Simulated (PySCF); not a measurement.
C₃H₈Si₂, SMILES C=C1C[SiH2][SiH2]1.

Geometry: B3LYP-D3(BJ)/def2-SVP. The structure was generated by enumeration, and PubChem lists no compound with its InChIKey, so it may never have been made.

Level of theory: B3LYP/def2-TZVP (PySCF).

Isolated molecule, no solvent.

```
Item                                                                                                            Result
---------------------------------------------------------------------------------------------  -----------------------
total energy                                                                                        -698.17546 hartree
highest occupied level                                                                                        -7.07 eV
lowest empty level                                                                                            -0.89 eV
orbital gap                                                                                                    6.18 eV
dipole moment                                                                                                   0.37 D
quadrupole, principal values (traceless, Buckingham form, about the centre of nuclear charge)    -2.96, 0.92, 2.04 D·Å
mean static polarisability                                                                       93.1 bohr³ (13.80 Å³)
polarisability, principal values                                                               72.7, 94.2, 112.6 bohr³
```
